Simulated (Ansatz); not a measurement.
Geometry optimisation, Ansatz 0.2.0, RKS B3LYP/STO-3G.

Input:

```yaml
crystal:
  periodic: [false, false, false]
  atoms:
    - { symbol: C, position_ang: [0.1926, -1.7465, 0.562] }
    - { symbol: Si, position_ang: [0.2981, -0.4495, -0.8262] }
    - { symbol: S, position_ang: [2.1896, -0.6736, -1.7688] }
    - { symbol: Cl, position_ang: [-1.1171, -0.7725, -2.26] }
    - { symbol: C, position_ang: [0.1684, 1.284, -0.1605] }
    - { symbol: Al, position_ang: [0.37287, 2.65376, -1.61437] }
    - { symbol: H, position_ang: [-0.8395, -1.6338, 1.0066] }
    - { symbol: H, position_ang: [0.9496, -1.4805, 1.3186] }
    - { symbol: H, position_ang: [0.3006, -2.7031, 0.1804] }
    - { symbol: H, position_ang: [2.8974, -0.3945, -0.5274] }
    - { symbol: H, position_ang: [0.93298, 1.47819, 0.58355] }
    - { symbol: H, position_ang: [-0.86109, 1.43679, 0.32258] }
    - { symbol: H, position_ang: [1.60152, 3.73811, -1.57985] }
    - { symbol: H, position_ang: [-0.63994, 2.66338, -2.8796] }
basis:
  gaussian: { orbitals: STO-3G }
hamiltonian:
  xc: b3lyp
relax:
  f_tol: 0.015
  max_steps: 40
```

Run as:

```bash
$ ansatz run input.yaml --threads 1 --pin off --max-ram 2048MiB --backend cpu --events-out ev --progress --plain --runs-dir out
```

Question: Where does it end, and by what steps?

Answer: The run converged. The force dipped under the threshold on the way, but the program's further checks kept it going. Limits of this set-up: minimal basis. After 35 steps the energy has fallen by 1.623 eV; H14 moved furthest, 1.68 Å. Joined: Cl4–Al6.

```csv
step,energy less start (eV),largest force component (eV/Å),accepted
0,0.0000,3.725,yes
2,-0.8308,0.600,yes
4,-0.8790,0.160,yes
6,-0.8887,0.056,yes
8,-0.8904,0.054,yes
10,-0.8914,0.053,yes
12,-0.8931,0.174,yes
14,-0.8985,0.100,yes
16,-0.9154,0.403,yes
18,-0.9813,0.268,yes
20,-1.2401,0.659,yes
22,-1.4292,1.084,yes
24,-1.5908,0.218,yes
26,-1.6156,0.154,yes
28,-1.6183,0.154,no
30,-1.6216,0.059,yes
32,-1.6226,0.043,yes
34,-1.6230,0.011,yes
35,-1.6231,0.009,yes
```

```xyz
14
Properties=species:S:1:pos:R:3
C -0.273 -1.609 0.315
Si 0.889 -0.351 -0.451
S 2.840 -1.162 -0.567
Cl 0.093 -0.125 -2.537
C 0.647 1.449 -0.054
Al -0.210 2.112 -1.686
H -1.314 -1.267 0.251
H -0.028 -1.757 1.376
H -0.202 -2.582 -0.188
H 3.422 0.033 -0.860
H 1.610 1.930 0.158
H 0.028 1.547 0.846
H 0.647 2.936 -2.600
H -1.702 2.246 -1.644
```

Whether the end is a true minimum wasn't checked by a vibrational analysis.

Time of the run: 3.1 min on 1 thread of Arm Neoverse V1 (shared host), peak memory 0.19 GiB.
